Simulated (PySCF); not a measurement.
Job file and geometry (Å, from GFN2-xTB) of an NMR shielding run on `InChI=1S/C3H9B2N/c1-2-3-6(4)5/h2H,1,3-5H2`, PySCF 2.14.0, density-fitted response routines, GIAO PBE0/pcSseg-1 NMR shielding, non-relativistic, gas phase; density fitting, a coarse starting grid and PySCF grid level 2 are the driver's defaults:

```
{"job": {"kind": "nmr", "xc": "PBE0", "basis": "pcSseg-1"}, "charge": 0, "multiplicity": 1}
B     -1.435383    -1.079777    -0.577617
N     -0.903618     0.044613     0.090928
B     -1.170014     0.339970     1.445592
C      0.014956     0.912661    -0.638847
C      1.454428     0.491958    -0.536811
C      1.905972    -0.555655     0.124935
H     -1.171459    -1.261088    -1.706010
H     -2.140506    -1.808807     0.001300
H     -1.884493    -0.356284     2.052501
H     -0.681677     1.284980     1.939546
H     -0.067908     1.938322    -0.261692
H     -0.259339     0.928608    -1.699884
H      2.135766     1.139391    -1.074669
H      1.244590    -1.211764     0.666144
H      2.954271    -0.799138     0.152672
```

Question: What does the program print?

Answer: 
```
coarse grid: 12072 points
cycle   1  E = -223.8142004955  dE =  5.011e-01  |g| = 3.326e-01  |ddm| = 3.238e+00
cycle   2  E = -223.8143583552  dE = -1.579e-04  |g| = 3.527e-01  |ddm| = 5.923e-01
cycle   3  E = -223.8444958443  dE = -3.014e-02  |g| = 7.084e-02  |ddm| = 3.240e-01
cycle   4  E = -223.8454393388  dE = -9.435e-04  |g| = 2.737e-02  |ddm| = 5.909e-02
cycle   5  E = -223.8456056793  dE = -1.663e-04  |g| = 5.697e-03  |ddm| = 2.218e-02
cycle   6  E = -223.8456132656  dE = -7.586e-06  |g| = 1.902e-03  |ddm| = 6.105e-03
final grid: 115384 points
cycle   7  E = -223.8781148683  dE = -3.717e-05  |g| = 8.990e-03  |ddm| = 2.711e-02
cycle   8  E = -223.8780954440  dE =  1.942e-05  |g| = 1.288e-02  |ddm| = 1.727e-02
cycle   9  E = -223.8781351104  dE = -3.967e-05  |g| = 1.506e-03  |ddm| = 9.986e-03
cycle  10  E = -223.8781356552  dE = -5.449e-07  |g| = 2.755e-04  |ddm| = 1.203e-03
cycle  11  E = -223.8781356726  dE = -1.734e-08  |g| = 1.050e-04  |ddm| = 2.969e-04
cycle  12  E = -223.8781356749  dE = -2.355e-09  |g| = 3.780e-05  |ddm| = 9.202e-05
cycle  13  E = -223.8781356752  dE = -3.290e-10  |g| = 5.655e-06  |ddm| = 3.493e-05
converged SCF energy = -223.8781356752

GIAO shielding tensors (ppm)
atom      isotropic    diamagn.    paramagn.     s11        s22        s33       span
  0 B       44.841     197.306    -152.465      2.855     26.404    105.265    102.411
  1 N       61.221     324.234    -263.012   -119.326     52.018    250.973    370.299
  2 B       44.848     197.324    -152.475      2.848     26.388    105.309    102.461
  3 C      120.947     245.824    -124.877     94.549    115.389    152.904     58.354
  4 C       37.796     257.329    -219.533    -81.104     39.670    154.822    235.927
  5 C       66.290     256.385    -190.095    -46.830     66.768    178.932    225.762
  6 H       26.251      31.320      -5.068     22.981     26.710     29.063      6.082
  7 H       26.037      31.377      -5.339     24.217     26.585     27.311      3.094
  8 H       26.044      31.378      -5.333     24.230     26.588     27.314      3.084
  9 H       26.250      31.319      -5.068     22.968     26.720     29.063      6.095
 10 H       27.277      30.426      -3.149     23.796     26.796     31.239      7.442
 11 H       27.283      30.416      -3.133     23.820     26.789     31.241      7.420
 12 H       25.193      30.463      -5.270     24.137     24.277     27.165      3.028
 13 H       26.526      33.498      -6.971     23.427     25.284     30.868      7.440
 14 H       26.101      29.112      -3.011     23.963     25.387     28.952      4.989
```

Size and cost of the density-fitted run: 147 basis functions, 13 s wall time on 1 thread of an Arm Neoverse V2, shared host.
